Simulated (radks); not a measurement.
Results of a calculation; reference values are marked as such.
Excited configurations of Ta LXV: one electron is placed in a higher orbital outside [He] 2s2 2p4. The ground configuration is [He] 2s2 2p5. Level of theory: non-relativistic Kohn-Sham, PBE, spin-polarised, spherical densities, point nucleus; open shells are filled with parallel spins first (spin-orbit coupling, left out, can overturn this in heavy ions); relativity is left out, which matters for an element this heavy (a radial shooting solver on a logarithmic mesh with Libxc functionals). Excitation = E - E(ground); binding = E(ion) - E, where the ion is the core of charge +65; n* = 65/sqrt(2 binding) in atomic units, and the quantum defect is n - n*.

outer orbital,excitation (eV),binding (eV),n*,eigenvalue (eV),<r> (bohr)
3s,8560.5,6737.3,2.921,-6685.7,0.1975
4p,11599.3,3698.5,3.942,-3671.8,0.3441
4f,11694.4,3603.4,3.994,-3567.8,0.2756
5p,12942.7,2355.1,4.941,-2339.4,0.5489
5f,12986.6,2311.2,4.987,-2292.1,0.4821
6s,13654.7,1643.1,5.915,-1633.0,0.8085
6p,13667.6,1630.2,5.938,-1619.8,0.7997
6f,13691.8,1606.0,5.983,-1594.2,0.7347
7p,14102.7,1195.1,6.935,-1187.6,1.096

The Delta-SCF ionisation energy is 15297.8 eV (NIST Atomic Spectra Database: 15461 eV, theoretical). Self-interaction in the functional shifts the binding energies and quantum defects, so they are the method's values and not measured ones. Relativity is left out here, which matters for elements this heavy. Open shells are spherical and high-spin; term and fine-structure splittings are not resolved.
